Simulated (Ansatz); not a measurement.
Input file for Ansatz (an electronic-structure program): R-B3LYP-D3(BJ)/def2-TZVP on H10Si3 (a complex).

Ansatz 0.2 input:
```yaml
crystal:
  periodic: [false, false, false]
  atoms:
    - {symbol: Si, position_ang: [-0.09553434, 0.13783122, -0.26249325]}
    - {symbol: H, position_ang: [-0.03446719, -1.11545236, 0.48654727]}
    - {symbol: H, position_ang: [-1.48845520, 0.47039334, -0.55094231]}
    - {symbol: H, position_ang: [0.62379379, -0.01355616, -1.52578790]}
    - {symbol: H, position_ang: [0.51467221, 1.20931640, 0.52137255]}
    - {symbol: Si, position_ang: [0.86976379, -0.90448141, 3.89657890]}
    - {symbol: Si, position_ang: [-0.75025993, 0.73290972, 3.82642984]}
    - {symbol: H, position_ang: [0.33962428, -2.23534774, 3.58374616]}
    - {symbol: H, position_ang: [1.49232494, -1.02227388, 5.21976227]}
    - {symbol: H, position_ang: [1.96445611, -0.66275911, 2.95241801]}
    - {symbol: H, position_ang: [-1.70657780, 0.54156176, 2.73238766]}
    - {symbol: H, position_ang: [-0.18421805, 2.07486179, 3.65646859]}
    - {symbol: H, position_ang: [-1.54144497, 0.78696177, 5.06084202]}
basis:
  gaussian:
    orbitals: def2-TZVP
hamiltonian:
  xc: b3lyp
  dispersion: d3bj
relax: {f_tol: 0.004, max_steps: 120}
scf: {lower_state_search: off}
```

Q: Give the final energy of this run.

A: -874.5747 hartree.

Q: How many basis functions does it have, and what does it roughly cost on one machine?

A: 171 functions; around 70 core-seconds (rough).
